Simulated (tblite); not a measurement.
Compound: C₅H₉GeP.
Atom-mapped SMILES: `[CH2:1]=[CH:2][C:3]1=[C:4]([CH3:5])[P:6]1[GeH3:7]` (hydrogens: H8, H9 on C1; H10 on C2; H11, H12, H13 on C5; H14, H15, H16 on Ge7)

Computed with GFN2-xTB (tblite), gas phase: L-BFGS steps from a force-field or distance-geometry start until the largest atomic force falls under 0.01 eV/Å.

Step 27: E = -534.3564 eV
```
atom  x, y, z in Å  |  force x, y, z in eV/Å
C1     -1.8679   -1.3558   -1.9211   -0.097  -0.031  -0.020
C2     -1.2790   -0.1741   -1.7625   -0.068  -0.016  -0.013
C3     -0.6828    0.2422   -0.5441   -0.080   0.070  -0.005
C4     -0.0521    1.1749    0.1304    0.021   0.042   0.058
C5      0.5981    2.4904    0.0944    0.055   0.034  -0.028
P6     -0.5172   -0.2291    1.2414   -0.025   0.117  -0.007
Ge7     1.3799   -1.5670    1.1823    0.072  -0.055   0.084
H8     -1.9355   -2.0740   -1.1206    0.097   0.019   0.057
H9     -2.3253   -1.6330   -2.8526   -0.021  -0.038  -0.078
H10    -1.2585    0.5447   -2.5748    0.094  -0.002   0.025
H11     0.1712    3.0969   -0.7036   -0.025   0.000  -0.039
H12     0.4999    3.0242    1.0377   -0.071  -0.084   0.051
H13     1.6630    2.3671   -0.1032    0.070  -0.036  -0.005
H14     2.7442   -0.9632    1.4100   -0.020   0.089  -0.039
H15     1.2809   -2.5591    2.3093    0.009  -0.079  -0.068
H16     1.5734   -2.3763   -0.0753   -0.010  -0.031   0.025
```

Step 28: E = -534.3602 eV
```
atom  x, y, z in Å  |  force x, y, z in eV/Å
C1     -1.8674   -1.3616   -1.9223   -0.084   0.018  -0.004
C2     -1.2809   -0.1782   -1.7629   -0.037  -0.007   0.077
C3     -0.6927    0.2443   -0.5390   -0.080   0.041  -0.004
C4     -0.0567    1.1749    0.1341   -0.007   0.030   0.044
C5      0.6028    2.4876    0.0965    0.030   0.001  -0.018
P6     -0.5295   -0.2241    1.2528    0.025   0.146  -0.125
Ge7     1.3754   -1.5578    1.1826    0.000  -0.105   0.108
H8     -1.9405   -2.0752   -1.1171    0.088   0.028   0.018
H9     -2.3177   -1.6386   -2.8582   -0.008  -0.052  -0.043
H10    -1.2518    0.5383   -2.5773    0.087  -0.009   0.034
H11     0.1860    3.0968   -0.7058   -0.036  -0.017  -0.007
H12     0.5050    3.0210    1.0409   -0.070  -0.079   0.017
H13     1.6670    2.3559   -0.0979    0.081  -0.042   0.004
H14     2.7356   -0.9491    1.4014    0.016   0.110  -0.031
H15     1.2955   -2.5659    2.3013    0.005  -0.040  -0.091
H16     1.5623   -2.3593   -0.0815   -0.011  -0.021   0.022
```

Problem. Estimate the geometry and energy of step 29. (The exact step hangs on the optimiser's Hessian estimate; all steps are aligned on step 28, rigid shifts and turns removed.)

Solution. E = -534.3642 eV, largest force 0.240 eV/Å
```
atom  x, y, z in Å  |  force x, y, z in eV/Å
C1     -1.8689   -1.3664   -1.9240   -0.051   0.063   0.019
C2     -1.2842   -0.1816   -1.7627   -0.006   0.013   0.137
C3     -0.7039    0.2479   -0.5342   -0.063   0.011  -0.004
C4     -0.0606    1.1756    0.1377   -0.031   0.018  -0.012
C5      0.6078    2.4855    0.0975    0.002  -0.035  -0.004
P6     -0.5397   -0.2168    1.2621    0.069   0.130  -0.190
Ge7     1.3724   -1.5514    1.1850   -0.073  -0.111   0.091
H8     -1.9419   -2.0753   -1.1132    0.061   0.034  -0.029
H9     -2.3121   -1.6448   -2.8643    0.014  -0.058   0.011
H10    -1.2435    0.5326   -2.5789    0.067  -0.017   0.041
H11     0.1983    3.0966   -0.7083   -0.032  -0.036   0.032
H12     0.5075    3.0156    1.0444   -0.053  -0.061  -0.025
H13     1.6721    2.3460   -0.0935    0.065  -0.038   0.017
H14     2.7284   -0.9343    1.3930    0.038   0.114  -0.020
H15     1.3080   -2.5743    2.2923    0.006  -0.017  -0.086
H16     1.5528   -2.3459   -0.0854   -0.011  -0.008   0.022
```

The energy changes by -0.0040 eV. The first-order estimate −F·Δx gives -0.0055 eV and the mean of the old and new forces, exact on a quadratic surface, -0.0040 eV. The step makes an angle of 72° with the force vector and moves no atom by more than 0.018 Å.
